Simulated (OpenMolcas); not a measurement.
# Computed transition rates of I VI

- Program: OpenMolcas
- Method: MS-RASPT2, IPEA 0.25 Eh, imaginary shift 0.1 Eh (closed shells correlated: 4d)
- Basis: ANO-RCC-VQZP [8s7p5d3f2g]
- Scalar Hamiltonian: DKH2, point nucleus
- Active space: 2 electrons in 9 orbitals (RAS2 5s 5p; RAS3 5d, at most 2 electrons)
- State averaging: 2S+1 = 3 even, 3 roots; 2S+1 = 1 even, 7 roots; 2S+1 = 3 odd, 3 roots; 2S+1 = 1 odd, 3 roots
- Spin-orbit coupling: state interaction with AMFI integrals over the reference wave functions, term energies averaged over their components

Rates come from the transition moments of the reference wave functions (E1 and E2 in the length form). At fixed line strength A goes as λ^-3 for E1 and M1 and as λ^-5 for E2, so a rate at the computed wavelength can be rescaled to the measured one. Measured vacuum wavelengths follow from level energies in the list in Rauch et al., Astron. Astrophys. 606, A105 (2017). Branching counts decays inside the model space alone, at computed energies, and the table is only a selection of the E1 lines, drawn from those between levels with measured partners whose computed energy lies within a factor of 1.5 of the measured one.

| Upper | Lower | Type | λ computed (nm) | λ measured (nm) | A computed (s-1) | A rescaled (s-1) | Branching % |
| --- | --- | --- | --- | --- | --- | --- | --- |
| 5p2 1D2 [61 %] | 5s 5p 1P* 1 | E1 | 118.5 | 121.9 | 3.15e+08 | 2.89e+08 | 10.6 |
| 5p2 3P2 [61 %] | 5s 5p 1P* 1 | E1 | 106 | 105.8 | 5.09e+08 |  | 10.4 |
| 5p2 3P1 | 5s 5p 3P* 2 | E1 | 91.02 | 91.92 | 2.28e+09 | 2.21e+09 | 35.3 |
| 5p2 1D2 [61 %] | 5s 5p 3P* 2 | E1 | 89.68 | 91.12 | 1.69e+09 |  | 56.4 |
| 5p2 3P0 | 5s 5p 3P* 1 | E1 | 89.43 | 90.23 | 5.71e+09 | 5.56e+09 | 99.5 |
| 5p2 3P1 | 5s 5p 3P* 1 | E1 | 84.32 | 83.88 | 1.68e+09 | 1.71e+09 | 26.0 |
| 5p2 1D2 [61 %] | 5s 5p 3P* 1 | E1 | 83.17 | 83.22 | 9.88e+08 |  | 33.1 |
| 5p2 3P2 [61 %] | 5s 5p 3P* 2 | E1 | 82.34 | 81.77 | 3.37e+09 | 3.44e+09 | 68.7 |
| 5p2 3P1 | 5s 5p 3P* 0 | E1 | 82.14 | 81.43 | 2.48e+09 | 2.55e+09 | 38.4 |
| 5p2 3P2 [61 %] | 5s 5p 3P* 1 | E1 | 76.82 | 75.35 | 1.03e+09 | 1.09e+09 | 20.9 |

Spin-changing lines and M1 lines between different terms are not rescaled, since their strength hangs on the term gaps too.

The largest correction is for 5p2 1D2 [61 %] → 5s 5p 1P* 1 (E1): 3.15e+08 × (118.5 / 121.9)^3 = 2.89e+08 s-1, a factor of 0.92.

The computed rate and branching of 5p2 3P0 → 5s 5p 3P* 1 give the upper level a radiative lifetime of 0.995 / 5.71e+09 s-1 = 1.74e-10 s, counting decays inside the model space alone. The rescaled rate gives about 1.8e-10 s.

No measured rate stands beside these. Rescaling mends the energy factor alone: line strengths can still be far off where a level mixes with configurations outside the active space, and weak or spin-changing lines hang on small mixing coefficients that depend on the term gaps too, so rescaling need not improve them.

CASPT2 does not keep the components of a term degenerate, so their means are used; among the terms shown or strongly mixed into the levels shown the widest spread is 21 cm-1 (5p2 1D). Active for correlation alone: 5d; no level in the range computed is led by a configuration that fills it, so any true level of that kind is missing. Some terms mix strongly with configurations of 5d, whose occupation reaches 0.21 (5p2 1D). Computed and measured levels are paired by configuration, term and J; levels that our copy of the source lacks, or whose pairing is in doubt (as where it misses far off the trend of its configuration), stay unpaired. Only configurations of the active space appear.

A share in square brackets marks a mixed level and gives the weight of the term that names it. * marks odd parity.
